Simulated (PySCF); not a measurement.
Start geometry of `N(CCC)B` from GFN2-xTB (Å):
```
atom  x, y, z in Å
B1    -2.6293   -0.0964   -0.2931
N2    -1.4791   -0.3105    0.3753
C3    -0.2431    0.4052    0.2423
C4     0.9314   -0.4925   -0.2786
C5     2.1976    0.2672   -0.4675
H6    -3.5738   -0.7600   -0.0878
H7    -2.6925    0.8149   -1.0604
H8    -1.3849   -1.0643    1.0300
H9     0.0710    0.8229    1.2457
H10   -0.3781    1.2388   -0.4271
H11    1.0460   -1.3227    0.4341
H12    0.5904   -0.9217   -1.2229
H13    2.4955    0.7161    0.4780
H14    2.9682   -0.3836   -0.8117
H15    2.0654    1.0693   -1.1748
```

**Question.** What comes out of this run: PBE0-D3(BJ)/def2-SVP geometry optimisation, gas phase (PySCF 2.14.0)?

**Answer.** 
```
atom  x, y, z in Å
B1    -2.6566   -0.0533   -0.0661
N2    -1.4233   -0.3147    0.5141
C3    -0.1776    0.3787    0.2806
C4     0.8709   -0.4808   -0.4150
C5     2.1802    0.2564   -0.6404
H6    -3.6012   -0.7505    0.2266
H7    -2.7543    0.8666   -0.8480
H8    -1.3416   -1.0906    1.1634
H9     0.2345    0.7508    1.2374
H10   -0.3978    1.2672   -0.3317
H11    1.0509   -1.3889    0.1883
H12    0.4551   -0.8318   -1.3745
H13    2.6234    0.5899    0.3118
H14    2.9205   -0.3818   -1.1450
H15    2.0326    1.1514   -1.2658
```

The energy falls by 0.184 eV over 9 energy and gradient evaluations, the largest force component goes from 0.0342 to 2.9e-04 Eh/bohr, and the atoms move by 0.060 Å rms after alignment. The bond that changes most is C3–C4 (sp3 carbon bound to nitrogen to chain CH2 carbon), which shortens by 0.044 Å. Bonds longer at the end by more than 0.005 Å: 11 of 14; shorter: 2. Among the angles that change most is C3–N2–H8, from 110.8° to 113.6°. Rotational constants go from 17766, 2183, 2157 to 17526, 2156, 2140 MHz. The orientation of the end geometry is arbitrary; only internal coordinates are fixed.

The run used 120 basis functions and 54 SCF cycles in all. Time: 40 s; peak memory 0.49 GiB. Hardware: an Arm Neoverse V1 with one thread, on a shared host.

Whether it is a minimum is left open (no frequencies). One conformer, not necessarily the lowest.
